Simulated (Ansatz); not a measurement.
C2H10AlNSi can be A, `C[SiH](N)[CH2][AlH2]`, or B, `[CH3][AlH][NH]C[SiH3]`.

Calculated with Ansatz (gas phase, PBE0-D4/def2-TZVP geometries, no zero-point term in ΔE). CBS: MP2 limit from def2 TZ/QZ plus the TZ coupled-cluster correction, frozen cores. Functionals use def2-TZVPP. One conformer a species, not always the lowest.

**Question.** Which isomer does CCSD(T)/CBS put lower? Give the gap. (Estimate.)

**Answer.** Ansatz gave: A, by 58.9 kJ/mol.

**Question.** Give E(B) − E(A) in kJ/mol with CCSD(T)/def2-SVP, HF/def2-TZVPP, LDA (SPW92), PBE-D4, CCSD/def2-TZVPP, MP2/def2-TZVPP, r2SCAN-D4. (An estimate is asked.)

**Answer.** The calculation gave: CCSD(T)/def2-SVP 24.3, HF/def2-TZVPP 53.7, LDA (SPW92) 49.1, PBE-D4 50.1, CCSD/def2-TZVPP 54.5, MP2/def2-TZVPP 60.1, r2SCAN-D4 57.4. None reverses the order clearly.

**Question.** Does the order hold for the free energy at 298.15 K (harmonic terms from PBE0-D4)? (An estimate is asked.)

**Answer.** Ansatz gave: Yes: G(B) − G(A) = +61.1 kJ/mol, for one conformer each. Modes under 60 cm⁻¹, often nearly free rotors, make the harmonic entropy too high.

Largest T1 diagnostic: 0.012.

From r2SCAN to r2SCAN0 (25 % exact exchange), in def2-TZVPP and without D4, E(B) − E(A) moves by +3.9 kJ/mol. Leaving LDA and LC-ωPBE aside and taking each functional with its dispersion term where it has one, the values, not all of them listed here, spread over 23.3 kJ/mol, from BLYP-D4 to B97M-V. LDA lies +3.2 kJ/mol from PBE without D4.
